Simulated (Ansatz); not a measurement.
Relaxation of ClFH4OSn (8 atoms, charge 0, multiplicity 1), to a largest force component of 0.03 eV/Å in at most 50 steps.

The calculation used RHF/def2-SVP (Ansatz 0.2.0).

```xyz
8
Properties=species:S:1:pos:R:3:forces:R:3
Sn 0.424 0.178 -0.547 -0.47 -0.49 -0.84
Cl -1.083 0.768 2.685 1.23 0.51 -0.08
H 1.345 0.297 -1.961 0.00 0.00 -0.01
O -1.171 1.256 -0.826 -0.02 0.01 0.00
H -1.755 1.389 -0.093 0.03 -0.01 0.00
H 0.108 -1.361 0.082 0.00 -0.02 -0.01
F 1.418 1.084 0.799 0.48 0.48 0.78
H 0.144 1.223 2.485 -1.25 -0.48 0.15
```

Where does it end, and by what steps?

It converged. The force dipped under the threshold on the way, but the program's further checks kept it going. After 14 steps the energy has fallen by 0.087 eV; Cl2 moved furthest, 0.52 Å.

```json
{"step": "0", "energy less start (eV)": "0.0000", "largest force component (eV/Å)": "1.255", "accepted": "yes"}
{"step": "1", "energy less start (eV)": "-0.0414", "largest force component (eV/Å)": "1.106", "accepted": "yes"}
{"step": "2", "energy less start (eV)": "-0.0310", "largest force component (eV/Å)": "1.374", "accepted": "no"}
{"step": "3", "energy less start (eV)": "-0.0519", "largest force component (eV/Å)": "1.070", "accepted": "yes"}
{"step": "4", "energy less start (eV)": "-0.0757", "largest force component (eV/Å)": "0.438", "accepted": "yes"}
{"step": "5", "energy less start (eV)": "-0.0814", "largest force component (eV/Å)": "0.173", "accepted": "yes"}
{"step": "6", "energy less start (eV)": "-0.0702", "largest force component (eV/Å)": "0.774", "accepted": "no"}
{"step": "7", "energy less start (eV)": "-0.0834", "largest force component (eV/Å)": "0.046", "accepted": "yes"}
{"step": "8", "energy less start (eV)": "-0.0849", "largest force component (eV/Å)": "0.084", "accepted": "yes"}
{"step": "9", "energy less start (eV)": "-0.0848", "largest force component (eV/Å)": "0.217", "accepted": "no"}
{"step": "10", "energy less start (eV)": "-0.0866", "largest force component (eV/Å)": "0.021", "accepted": "yes"}
{"step": "11", "energy less start (eV)": "-0.0868", "largest force component (eV/Å)": "0.105", "accepted": "yes"}
{"step": "12", "energy less start (eV)": "-0.0871", "largest force component (eV/Å)": "0.066", "accepted": "yes"}
{"step": "13", "energy less start (eV)": "-0.0872", "largest force component (eV/Å)": "0.040", "accepted": "yes"}
{"step": "14", "energy less start (eV)": "-0.0873", "largest force component (eV/Å)": "0.006", "accepted": "yes"}
```

```xyz
8
Properties=species:S:1:pos:R:3
Sn 0.442 0.104 -0.645
Cl -1.110 1.253 2.876
H 1.412 0.523 -1.963
O -1.206 1.127 -0.751
H -1.690 1.276 0.050
H 0.186 -1.531 -0.283
F 1.314 0.817 0.940
H 0.081 1.264 2.402
```

Whether the end is a true minimum wasn't checked by a vibrational analysis.

Run time: 32 s on 1 thread of Intel(R) Xeon(R) 6975P-C (Granite Rapids), with other jobs on the host, peak memory 0.21 GiB.
